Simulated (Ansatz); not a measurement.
Born–Oppenheimer molecular dynamics of ClH3O2Zn (7 atoms, charge 0, multiplicity 1). It starts at the highest image of a converged band, a first-order saddle point between two minima.

The calculation used RHF/def2-SVP (Ansatz 0.2.0).

```
ensemble                      : NVE (velocity Verlet)
time step                     : 0.5 fs
steps asked                   : 200
starting velocities drawn for : 100 K
seed                          : 2590
```

First frame:

```xyz
7
Properties=species:S:1:pos:R:3
Zn -0.724 -0.392 -0.408
Cl 0.169 0.072 2.096
O 0.200 -0.355 -1.933
H 1.115 -0.130 -1.944
O -2.105 -0.566 0.809
H -2.979 -0.917 0.759
H -1.160 -0.268 1.842
```

(1) How far do the bonds stretch over the last three quarters of this one trajectory? (Pairs bonded in most of those frames.)

Answers

(1) 
| bond | mean (Å) | spread (Å) | shortest | longest |
| --- | --- | --- | --- | --- |
| Zn1–Cl2 | 2.263 | 0.247 | 1.96 | 2.67 |
| Zn1–O3 | 1.789 | 0.045 | 1.71 | 1.86 |
| O3–H4 | 0.943 | 0.005 | 0.93 | 0.95 |
| O5–H6 | 0.951 | 0.016 | 0.92 | 0.98 |
| O5–H7 | 0.982 | 0.078 | 0.85 | 1.12 |

Pairs bonded in part of these frames only: Zn1–O5 54 %.

Mean temperature of the second half: 1610 K. The conserved energy stayed within 1.5 meV per atom of its start (net change -0.5 meV per atom), so the integration is sound. The kinetic energy rose, since the run started high on the potential surface and went downhill. It ends in pieces (ClHOZn + H2O), so much of that is their flight and rotation, not heat. A run of 0.1 ps of so small a system gives no equilibrium averages. The orbitals stay closed-shell, which can raise the energy where a bond breaks towards radicals; this wasn't checked here.

Time of the run: 4.9 min on 1 thread of Arm Neoverse V2, with other jobs on the host, peak memory 0.18 GiB.
